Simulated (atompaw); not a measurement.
calcium (Ca): one change to a PAW (atompaw) potential, before and after

| Quantity | Value |
| --- | --- |
| Element | calcium (Ca) |
| Generator | atompaw 4.2.0.5 |
| Type | PAW |
| Functional | PBE |
| Relativity | scalar-relativistic |
| Frozen core | [Ne] |
| Valence charge | 10 |
| Reference configuration | 3s2 3p6 3d0 4s1.75 4p0.25 |
| Partial waves | 3s (bound): rc 1.35 bohr; 4s (bound): rc 3.00 bohr; 3p (bound): rc 1.50 bohr; 4p (bound): rc 2.80 bohr; 3d (bound, empty): rc 3.00 bohr; 3d channel at 2.35 Ry: rc 3.00 bohr |
| Local potential | troulliermartins scheme with l = 3 at 0.5 Ry, radius 2.50 bohr |
| Core correction | smooth core density matched at 2.70 bohr |
| Augmentation charge | besselshape compensation charge, radius 2.95 bohr; PAW radius 3.00 bohr; waves and projectors: custom polynom2 7 10 vanderbiltortho |

Change: local potential troulliermartins scheme with l = 3 at 0.5 Ry, radius 1.78 bohr.

Cutoffs: the cutoffs (Ry, on a coarse ladder) from which the occupation-weighted sum of valence levels, in a spherical-Bessel basis at the reference potential, stays within 10 and 1 mRy of its value at 400 Ry; they do not see the model core or the augmentation charge, which bear on the density cutoff.

Task: What does the change do?

Result: The potential gets neither clearly harder nor softer (25 Ry and 140 Ry → 25 Ry and 140 Ry); the range in which the s phases agree narrows (upper end 2.2 → 1.0); the range in which the p phases agree narrows (upper end 2.0 → 0.3); neither file shows a bound ghost.

| quantity | base | changed |
| --- | --- | --- |
| cutoff, loose | 25 Ry | 25 Ry |
| cutoff, tight | 140 Ry | 140 Ry |
| bound ghosts | none | none |
| s: phases at 3.02 bohr within 0.05 rad from the reference energy up to (Ry; the scan ends near 5) | 2.2 | 1.0 |
| p: phases at 3.02 bohr within 0.05 rad from the reference energy up to (Ry; the scan ends near 5) | 2.0 | 0.3 |
| d: phases at 3.02 bohr within 0.05 rad from the reference energy up to (Ry; the scan ends near 5) | 0.3 | 0.4 |
| lowest overlap eigenvalue by channel | s 0.39, p 0.50, d 1.00 | s 0.36, p 0.50, d 1.00 |

 The cutoffs see the waves, projectors and local potential, not the compensation charge or the core.
